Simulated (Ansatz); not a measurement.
`[AlH2][SiH2][GeH3]` + `BBO` → `BB[O][AlH2]` + `[SiH3][GeH3]`  (cleavage of the Al–Si bond)

Program: Ansatz. Geometries: PBE0-D4/def2-TZVP. ΔE: electronic, gas phase. CCSD(T)/CBS is the MP2 limit (def2-TZVPP, def2-QZVPP) plus CCSD(T) − MP2 in def2-TZVPP, frozen cores. For Ge outer-core shells are correlated without core-valence functions, which leaves a few kJ/mol of doubt a bond. Scalar relativity is left out up to krypton. Each species was taken in one conformer, which may not be the lowest.

```json
{"species": "`[AlH2][SiH2][GeH3]`", "CCSD(T)/CBS(def2) energy (Eh)": "-2611.38547"}
{"species": "`BBO`", "CCSD(T)/CBS(def2) energy (Eh)": "-127.16606"}
{"species": "`BB[O][AlH2]`", "CCSD(T)/CBS(def2) energy (Eh)": "-369.81813"}
{"species": "`[SiH3][GeH3]`", "CCSD(T)/CBS(def2) energy (Eh)": "-2368.78170"}
```

Work out ΔE.

ΔE = (-369.81813) + (-2368.78170) − (-2611.38547) − (-127.16606) = -0.04830 Eh = -126.8 kJ/mol.

Largest T1 diagnostic among the species: 0.014.

From PBE to PBE0 (25 % exact exchange), in def2-TZVPP and without D4, ΔE moves by −4.1 kJ/mol. Leaving LDA and LC-ωPBE aside and taking each functional with its dispersion term where it has one, the values, not all of them listed here, spread over 32.8 kJ/mol, from CAM-B3LYP-D4 to PBE-D4. LDA lies −3.8 kJ/mol from PBE without D4.
